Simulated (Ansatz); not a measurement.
Geometry optimisation, RKS B3LYP/def2-SVP (Ansatz 0.2.0).

Input file:

```yaml
crystal:
  periodic: [false, false, false]
  atoms:
    - { symbol: Ge, position_ang: [-0.116523, 0.159678, 0.080517] }
    - { symbol: H, position_ang: [0.373784, 0.236873, 1.540755] }
    - { symbol: F, position_ang: [1.231313, 0.306343, -1.011697] }
    - { symbol: H, position_ang: [-1.111429, 1.24429, -0.371465] }
    - { symbol: O, position_ang: [-0.908758, -1.42648, -0.101707] }
    - { symbol: H, position_ang: [-1.459788, -1.509777, -0.894238] }
    - { symbol: O, position_ang: [1.352846, -2.093558, 1.345584] }
    - { symbol: H, position_ang: [0.594238, -2.454999, 0.857727] }
    - { symbol: H, position_ang: [0.917418, -1.494971, 1.994524] }
basis:
  gaussian: { orbitals: def2-SVP }
hamiltonian:
  xc: b3lyp
relax:
  f_tol: 0.03
  max_steps: 50
```

Run as:

```bash
$ ansatz run input.yaml --threads 2 --pin off --max-ram 3072MiB --backend cpu --events-out ev --progress --plain --runs-dir out
```

Q: Where does it end, and by what steps?

A: The forces met the threshold. After 11 steps the energy has fallen by 0.158 eV; H9 moved furthest, 0.77 Å.

```csv
step,energy less start (eV),largest force component (eV/Å),accepted
0,0.0000,0.791,yes
1,-0.0806,0.543,yes
2,-0.1099,0.505,yes
3,-0.0825,1.786,no
4,-0.1349,0.317,yes
5,-0.1493,0.144,yes
6,-0.1548,0.310,yes
7,-0.1525,0.372,no
8,-0.1572,0.151,yes
9,-0.1576,0.103,yes
10,-0.1574,0.028,no
11,-0.1579,0.006,yes
```

```xyz
9
Properties=species:S:1:pos:R:3
Ge -0.178 0.310 0.023
H 0.316 0.586 1.438
F 1.155 0.335 -1.098
H -1.206 1.298 -0.558
O -0.877 -1.338 0.003
H -1.329 -1.552 -0.824
O 1.381 -2.177 1.370
H 0.587 -2.289 0.818
H 1.025 -2.205 2.268
```

The run took 24 s on 2 threads of Arm Neoverse V2, on a shared host, peak memory 0.21 GiB.
